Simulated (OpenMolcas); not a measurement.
An OpenMolcas run meant for Ne+ (ANO-RCC-VQZP, DKH2; inactive shells 1s; intended active space 7 electrons in 4 orbitals (2s 2p)). One step of its input:

```
&RASSCF
FileOrb=start.orb
Symmetry=1
Spin=2
nActEl=7 0 0
Inactive=1 0
Ras2=1 3
CIRoot=3 3 1
SDav=3
CIMx=300
Iter=77 100
PrWF=0.3
OrbListing=Nothing
MaxOrb=0
Atom
CIOnly
>>> COPY $Project.JobIph JOB001
```

Lines from the output:

```
...
      Number of secondary orbitals              50
      Spin quantum number                      0.5
      State symmetry                             1
Orbital specifications:
      -----------------------

      Symmetry species                           1   2
                                                ag  au
      Frozen orbitals                            0   0
      Inactive orbitals                          1   0
      Active orbitals                            1   3
      RAS1 orbitals                              0   0
      RAS2 orbitals                              1   3
      RAS3 orbitals                              0   0
      Secondary orbitals                        27  23
      Deleted orbitals                           0   0
      Number of basis functions                 29  26
      Number of CSFs                             1
      Number of root(s) required                 3
 ************ ERROR ***********
  You can't ask for more roots
  than there are configurations
 ******************************
--- Stop Module: rasscf at  /rc=_RC_INPUT_ERROR_ ---
.####################.
.# User input error #.
.####################.
```

Problem. What is wrong with the input?

Solution. The state symmetry names the wrong parity for these configurations.
